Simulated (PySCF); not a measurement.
C₄H₄N, SMILES [c]1cc[nH]c1, multiplicity 2. Atoms are numbered in the order given.

```xyz
9

C      1.2432     0.0688     0.0000
C      0.5175    -1.0931     0.0000
N     -0.7994    -0.7006     0.0000
C     -0.8890     0.6617     0.0000
C      0.3916     1.1900     0.0000
H      0.8086    -2.1402     0.0000
H     -1.5907    -1.3293     0.0000
H     -1.8549     1.1636     0.0000
H      0.6536     2.2456     0.0000
```
Charge 0, spin multiplicity 2.

Coordinates come from a PBE0-D3(BJ)/def2-SVP optimisation. The isomer is the one that the SMILES or the coordinates give; other isomers of the formula were not compared.

Level of theory: B3LYP/pcH-1 run with PySCF.

Unrestricted Kohn–Sham, ⟨S²⟩ = 0.756. Hyperfine tensors hold the contact and dipolar terms, without spin-orbit corrections.

### Question
Estimate the hyperfine couplings. (The exact figures need the calculation; the answer reports its results.)

### Answer

```
nucleus    A(iso) (MHz)  A(iso) (G)  dipolar principal values (MHz)
---------  ------------  ----------  ------------------------------
13C no. 1         506.3       180.6             -76.9, -60.3, 137.3
13C no. 2          67.8        24.2               -15.3, -1.2, 16.5
14N no. 3          25.0         8.9                 -2.3, -0.8, 3.1
13C no. 4          54.7        19.5                 -3.7, -2.0, 5.7
13C no. 5          32.2        11.5               -11.9, -3.4, 15.3
1H no. 6           15.7         5.6                -5.8, -4.4, 10.2
1H no. 7           16.7         6.0                 -3.3, -1.2, 4.5
1H no. 8           14.4         5.1                 -2.9, -2.0, 4.9
1H no. 9           21.8         7.8                -6.3, -5.1, 11.3
```

### Question
And the g tensor (effective nuclear charges for spin-orbit coupling, GIAO)? (An estimate is asked for; the answer gives what the named calculation found.)

### Answer
principal values 2.0017, 2.0022, 2.0028; isotropic 2.0022.
